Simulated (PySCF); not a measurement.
## Electron correlation in Ne⁺ (neon, charge +1)

[He] 2s1 2p5 3s1, high-spin 4P determinant (an excited configuration). All numbers are calculated (PySCF 2.14, scalar relativity by spin-free X2C-1e, in dyall-acv3z (15s9p4d2f, 76 functions)). Frozen: nothing; 9 electrons correlated; the 5 highest virtual orbitals of each spin left out.

```csv
level,correlation energy (mhartree)
CCSD,-272.23
(T),-5.30
CCSD(T),-277.53
```

Diagnostics: T1 = 0.0033, D1 = 0.0090, largest double amplitude 0.075.

The outer electron is Rydberg-like, and this basis confines it to a smaller radius and binds it less than a complete one would.

Cost of the coupled-cluster step: of the order of 30 core-seconds, for 9 correlated electrons.
